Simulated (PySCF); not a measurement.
Computed IR spectrum (relative IR intensity) of a molecule C2H10OSi3. Geometry optimised at PBE-D3(BJ)/def2-SVP. Other conformers were not sampled. Computed with PBE-D3(BJ)/def2-SVP in PySCF 2.14.0. Frequencies are harmonic and unscaled.

Lines under 2 % of the strongest are left out, and lines within 2 cm⁻¹ are merged.

| ν (cm⁻¹) | relative intensity |
|---|---|
| 317 | 4.1 |
| 397 | 2.8 |
| 468 | 2.6 |
| 488 | 3.0 |
| 502 | 8.2 |
| 596 | 8.5 |
| 640 | 4.6 |
| 659 | 12 |
| 677 | 87 |
| 746 | 38 |
| 832 | 83 |
| 870 | 20 |
| 894 | 18 |
| 902 | 16 |
| 905 | 21 |
| 920 | 3.7 |
| 1002 | 47 |
| 1100 | 28 |
| 1121 | 22 |
| 1351 | 2.1 |
| 1372 | 5.4 |
| 1783 | 100 |
| 2135 | 20 |
| 2148 | 23 |
| 2150 | 43 |
| 2165 | 23 |
| 2168 | 29 |
| 2171 | 58 |
| 2765 | 62 |

Q: Which molecule gave these data?
A. C1C[SiH2][SiH2]O[SiH2]1
B. O=CC[SiH2][SiH2][SiH3]
C. C[SiH2][Si@@H]1C[SiH2]O1
D. O=C[SiH2]C([SiH3])[SiH3]

A: B, O=CC[SiH2][SiH2][SiH3]
